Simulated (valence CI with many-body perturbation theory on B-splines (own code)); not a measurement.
Results of a calculation; reference values are marked as such.
# Sc VII: configurations and terms from energies and g

Method: configuration interaction combined with many-body perturbation theory (CI+MBPT): five valence electrons over a frozen Dirac-Fock core [Ne], radial functions for each j: 9 s, 9 p, 8 d, 6 f, 3 g, 1 h, with the one-electron correlation potential Σ1, the two-electron term Σ2, the three-electron term Σ3, Breit, model QED; selected CI, second order for the rest, scaled by the run's own slope (own B-spline code, finite nucleus).

No measured levels were compared; by estimate levels hold to about 100 cm⁻¹ or 0.05 % of their energy and the worst to 300 or 400 cm⁻¹, as in measured light ions of charge 2 to 7. Among the levels kept, up to 850 cm⁻¹ of a level comes from second order outside the variational space, and about a tenth of that is noise between levels of different J, which matters for small intervals.

```
No.    J  Parity  E (cm⁻¹)      g
  1  3/2     odd       0.0  1.999
  2  3/2     odd     29784  0.817
  3  5/2     odd     30461  1.200
  4  1/2     odd     49694  0.665
  5  3/2     odd     50606  1.319
  6  5/2    even    175000  1.600
  7  3/2    even    177710  1.734
  8  1/2    even    179130  2.668
  9  3/2    even    217120  0.801
 10  5/2    even    217430  1.201
 13  1/2    even    262180  1.923
 14  3/2    even    276700  0.406
 15  5/2    even    277710  1.034
 16  7/2    even    279180  1.241
```

Energies count from the lowest level. Strongly mixed levels and levels close to another of their J and parity are left out, so the numbers can have gaps.

Problem. Give configuration and LS term of each level.

Solution. 1: 3s2 3p3 4S°; 2: 3s2 3p3 2D°; 3: 3s2 3p3 2D°; 4: 3s2 3p3 2P°; 5: 3s2 3p3 2P°; 6: 3s 3p4 4P; 7: 3s 3p4 4P; 8: 3s 3p4 4P; 9: 3s 3p4 2D; 10: 3s 3p4 2D; 13: 3s 3p4 2S; 14: 3s2 3p2 3d 4F; 15: 3s2 3p2 3d 4F; 16: 3s2 3p2 3d 4F.
